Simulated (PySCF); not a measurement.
sulfur difluoride (F2S), singlet, at a GFN2-xTB geometry; PySCF with CCSD/pcseg-1.

The PySCF input:
```python
from pyscf import gto, scf, cc

mol = gto.Mole()
mol.atom = '''
    F    -1.22261386   -0.51635383   -0.00299560
    S    -0.00426607    0.57046599   -0.00656447
    F     1.23019799   -0.49780793    0.01466578
'''
mol.basis = 'pcseg-1'
mol.verbose = 4
mol.build()

mf = scf.RHF(mol)
mf.kernel()

mycc = cc.CCSD(mf)
mycc.kernel()
print('E(CCSD) = %.10f' % mycc.e_tot)
mf.analyze()
```

The log (banner, timings and long lists left out):

```
PySCF version 2.14.0

[INPUT] verbose = 4
[INPUT] num. atoms = 3
[INPUT] num. electrons = 34
[INPUT] charge = 0
[INPUT] spin (= nelec alpha-beta = 2S) = 0
[INPUT] symmetry False subgroup None
[INPUT] Mole.unit = angstrom
[INPUT] Symbol           X                Y                Z      unit          X                Y                Z       unit  Magmom
[INPUT]  1 F     -1.222613860000  -0.516353830000  -0.002995600000 AA   -2.310405351497  -0.975767322070  -0.005660863579 Bohr   0.0
[INPUT]  2 S     -0.004266070000   0.570465990000  -0.006564470000 AA   -0.008061703928   1.078024484479  -0.012405050453 Bohr   0.0
[INPUT]  3 F      1.230197990000  -0.497807930000   0.014665780000 AA    2.324737280090  -0.940720650337   0.027714307603 Bohr   0.0

nuclear repulsion = 110.821003684029
number of shells = 9
number of NR pGTOs = 94
number of NR cGTOs = 46
basis = pcseg-1
ecp = {}

******** <class 'pyscf.scf.hf.RHF'> ********
method = RHF
initial guess = minao
damping factor = 0
level_shift factor = 0
DIIS = <class 'pyscf.scf.diis.CDIIS'>
diis_start_cycle = 1
diis_space = 8
diis_damp = 0
SCF conv_tol = 1e-09
SCF conv_tol_grad = None
SCF max_cycles = 50
direct_scf = True
direct_scf_tol = 1e-13
Set gradient conv threshold to 3.16228e-05
Initial guess from minao.
init E= -596.315417539379
  HOMO = -0.230206691452639  LUMO = -0.0400079103251536  gap/eV = 5.17557
cycle= 1 E= -596.169174946853  delta_E= 0.146  |g|= 0.531  |ddm|= 2.11
  HOMO = -0.46176580843759  LUMO = 0.0200553250846869  gap/eV = 13.11102
cycle= 2 E= -596.218688818197  delta_E= -0.0495  |g|= 0.301  |ddm|= 0.732
  HOMO = -0.42195786462317  LUMO = 0.0610297339557508  gap/eV = 13.14276
cycle= 3 E= -596.234496344819  delta_E= -0.0158  |g|= 0.0542  |ddm|= 0.228
  HOMO = -0.412574534607955  LUMO = 0.0734393638782325  gap/eV = 13.22511
cycle= 4 E= -596.235190579085  delta_E= -0.000694  |g|= 0.0126  |ddm|= 0.0517
  HOMO = -0.414639124157  LUMO = 0.0734524612406  gap/eV = 13.28165
cycle= 5 E= -596.235284294709  delta_E= -9.37e-05  |g|= 0.00304  |ddm|= 0.0249
  HOMO = -0.41449009418419  LUMO = 0.0734143932093052  gap/eV = 13.27656
cycle= 6 E= -596.235292515465  delta_E= -8.22e-06  |g|= 0.000743  |ddm|= 0.00819
  HOMO = -0.414342019871845  LUMO = 0.0735401578807449  gap/eV = 13.27595
cycle= 7 E= -596.235292959787  delta_E= -4.44e-07  |g|= 0.000117  |ddm|= 0.00198
  HOMO = -0.414332646918682  LUMO = 0.0735234417470467  gap/eV = 13.27524
cycle= 8 E= -596.235292968912  delta_E= -9.13e-09  |g|= 2.3e-05  |ddm|= 0.000288
  HOMO = -0.414330221599752  LUMO = 0.0735238635454811  gap/eV = 13.27519
cycle= 9 E= -596.235292969203  delta_E= -2.91e-10  |g|= 4.8e-06  |ddm|= 4.83e-05
  HOMO = -0.414330286068398  LUMO = 0.0735239208646856  gap/eV = 13.27519
Extra cycle  E= -596.235292969217  delta_E= -1.38e-11  |g|= 2.11e-06  |ddm|= 6.38e-06
converged SCF energy = -596.235292969217

******** <class 'pyscf.cc.ccsd.CCSD'> ********
CC2 = 0
CCSD nocc = 17, nmo = 46
max_cycle = 50
direct = 0
conv_tol = 1e-07
conv_tol_normt = 1e-05
diis_space = 6
diis_start_cycle = 0
diis_start_energy_diff = 1e+09
Init t2, MP2 energy = -596.746058359105  E_corr(MP2) -0.51076538988797
Init E_corr(CCSD) = -0.510765389889763
cycle = 1  E_corr(CCSD) = -0.504037188355802  dE = 0.00672820153  norm(t1,t2) = 0.0648642
cycle = 2  E_corr(CCSD) = -0.51919337008673  dE = -0.0151561817  norm(t1,t2) = 0.0224074
cycle = 3  E_corr(CCSD) = -0.518795892974515  dE = 0.000397477112  norm(t1,t2) = 0.0128459
cycle = 4  E_corr(CCSD) = -0.520860513918867  dE = -0.00206462094  norm(t1,t2) = 0.00474301
cycle = 5  E_corr(CCSD) = -0.520957455276125  dE = -9.69413573e-05  norm(t1,t2) = 0.00145082
cycle = 6  E_corr(CCSD) = -0.520828317486693  dE = 0.000129137789  norm(t1,t2) = 0.000637209
cycle = 7  E_corr(CCSD) = -0.520812172499428  dE = 1.61449873e-05  norm(t1,t2) = 0.000194294
cycle = 8  E_corr(CCSD) = -0.520825381663153  dE = -1.32091637e-05  norm(t1,t2) = 6.16677e-05
cycle = 9  E_corr(CCSD) = -0.520825021436202  dE = 3.60226951e-07  norm(t1,t2) = 2.36763e-05
cycle = 10  E_corr(CCSD) = -0.520825041794522  dE = -2.03583198e-08  norm(t1,t2) = 7.53509e-06
CCSD converged
E(CCSD) = -596.7561180110113  E_corr = -0.520825041794522
E(CCSD) = -596.7561180110
**** SCF Summaries ****
Total Energy =                        -596.235292969216744
Nuclear Repulsion Energy =             110.821003684028824
One-electron Energy =                -1047.772622115072863
Two-electron Energy =                  340.716325461827296
Two-electron Coulomb Energy =          385.802053431747709
DFT Exchange-Correlation Energy =      -45.085727969920413
HOMO-LUMO gap [eV] =                    13.275189146337109
**** MO energy ****
MO #1   energy= -92.1079856707565  occ= 2
MO #2   energy= -26.3227524100275  occ= 2
MO #3   energy= -26.3227479127846  occ= 2
MO #4   energy= -9.10910312604046  occ= 2
MO #5   energy= -6.801854644755    occ= 2
MO #6   energy= -6.7998371678717   occ= 2
MO #7   energy= -6.79511901918503  occ= 2
MO #8   energy= -1.66387089929634  occ= 2
MO #9   energy= -1.62630211029993  occ= 2
MO #10  energy= -0.990926793115576 occ= 2
MO #11  energy= -0.760156641934629 occ= 2
MO #12  energy= -0.743093722800457 occ= 2
MO #13  energy= -0.741108268348878 occ= 2
MO #14  energy= -0.699736776702244 occ= 2
MO #15  energy= -0.664499746545002 occ= 2
MO #16  energy= -0.606560408581039 occ= 2
MO #17  energy= -0.414330286068398 occ= 2
MO #18  energy= 0.0735239208646856 occ= 0
MO #19  energy= 0.121734421818747  occ= 0
MO #20  energy= 0.395260631295684  occ= 0
MO #21  energy= 0.429847826494565  occ= 0
MO #22  energy= 0.44915151009168   occ= 0
MO #23  energy= 0.457856040256327  occ= 0
MO #24  energy= 0.809886173658248  occ= 0
MO #25  energy= 0.813451526322549  occ= 0
 ** Mulliken pop on meta-lowdin orthogonal AOs  **
 ** Mulliken pop  **
 ** Mulliken atomic charges  **
charge of    0F =     -0.42973
charge of    1S =      0.85946
charge of    2F =     -0.42973
Dipole moment(X, Y, Z, Debye): -0.01562,  2.08910, -0.02404
```
